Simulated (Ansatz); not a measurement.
Ansatz (a program for electronic structure) job for AgH6N2, SMILES [NH3]->[Ag+]<-[NH3], charge +1, multiplicity 1, PBE0/def2-SVPD. Geometry: B3LYP-D3(BJ)/def2-SVP. The multiplicity is an assumed one; other spin states were not compared. The isomer is the one that the SMILES or the coordinates give; other isomers of the formula were not compared. The def2 effective core potentials stand for the cores of Ag; spin–orbit coupling is left out.

Ansatz 0.2 input:
```yaml
crystal:
  periodic: [false, false, false]
  atoms:
    - {symbol: Ag, position_ang: [0.00000000, 0.00000000, 0.00000000]}
    - {symbol: N, position_ang: [-0.00000000, 0.00000000, 2.15636526]}
    - {symbol: H, position_ang: [-0.93430318, 0.15745011, 2.54537236]}
    - {symbol: H, position_ang: [0.60350739, 0.73040523, 2.54537236]}
    - {symbol: H, position_ang: [0.33079579, -0.88785535, 2.54537236]}
    - {symbol: N, position_ang: [0.00000000, -0.00000000, -2.15636526]}
    - {symbol: H, position_ang: [-0.93430319, -0.15745011, -2.54537236]}
    - {symbol: H, position_ang: [0.60350739, -0.73040523, -2.54537236]}
    - {symbol: H, position_ang: [0.33079579, 0.88785536, -2.54537236]}
basis:
  gaussian:
    orbitals: def2-SVPD
hamiltonian:
  xc: {name: PBE0}
total_charge: 1
```

Output:

```
WARN ansatz: RAYON_NUM_THREADS=1 ignored (pool sized by the plan → 1); use --threads N
Functional definition: PBE0
integrals: 0.05 GiB planned
1086 factors; their error is unknown
mean field: 0.42 GiB planned
mean field evaluation 1: about -7050.8637 eV, gradient 8.9e1 eV
mean field evaluation 2: about -7033.5868 eV, gradient 1.3e2 eV
mean field evaluation 4: about -7066.7829 eV, gradient 6.5e0 eV
mean field evaluation 8: about -7066.9428 eV, gradient 3.1e-2 eV
mean field -7066.94279642 eV, -259.7053576224 hartree, gradient 8.1e-6 eV, S^2 0.000000; 0 other end points of the search recorded, 0 dependent functions left out
reference -7066.94283388 eV, -259.7053589993 hartree; 19, 19 occupied and 103, 103 virtual orbitals, 1086 factors
Total energy: -7066.94283388 eV, -259.7053589993 hartree
```

The run converged.
